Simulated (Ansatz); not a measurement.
This geometry of H7N3STi (12 atoms, charge 0, multiplicity 1) is a first-order saddle point.

Method: RKS BLYP-D4/def2-SVP (Ansatz).

```xyz
12
Properties=species:S:1:pos:R:3
Ti -0.305 0.187 -0.064
N 1.429 -0.645 -0.690
S -0.680 0.956 -2.107
H 0.678 0.088 -1.769
N 0.078 1.542 1.200
N -1.515 -1.163 0.484
H 1.537 -1.621 -0.986
H 2.348 -0.202 -0.586
H 0.113 2.546 0.983
H 0.180 1.411 2.215
H -2.268 -1.536 -0.108
H -1.595 -1.564 1.427
```

Problem. Which two structures does it join? (They come from a converged band through this point; their orientation in space is the band's.)

Solution. Bonds broken: S3–H4. Bonds formed: N2–H4.

First end point:

```xyz
12
Properties=species:S:1:pos:R:3
Ti -0.061 0.143 -0.091
N 1.618 -0.715 -0.263
S -0.829 1.152 -2.076
H -0.474 0.065 -2.827
N 0.049 1.527 1.182
N -1.316 -1.137 0.510
H 1.791 -1.468 -0.942
H 2.502 -0.463 0.193
H 0.620 2.364 1.002
H -0.465 1.639 2.062
H -2.328 -1.043 0.358
H -1.107 -2.065 0.893
```

Last end point:

```xyz
12
Properties=species:S:1:pos:R:3
Ti -0.467 0.313 -0.122
N 1.388 -0.582 -0.949
S -1.223 1.231 -1.875
H 1.346 -0.295 -1.938
N 0.149 1.556 1.196
N -1.498 -1.186 0.469
H 1.418 -1.610 -0.913
H 2.258 -0.213 -0.544
H 0.153 2.576 1.079
H 0.280 1.345 2.194
H -2.326 -1.553 -0.016
H -1.477 -1.583 1.418
```

Problem. How far does it lie above each of them?

Solution. 0.68 eV above the first and 0.92 eV above the second. This is the barrier of this one path; another mechanism may lie lower. The orbitals stay closed-shell, which can raise the energy where a bond breaks towards radicals; this wasn't checked here.

Time of the run: 4 min on 4 threads of Arm Neoverse N1, on a shared host, peak memory 0.22 GiB.
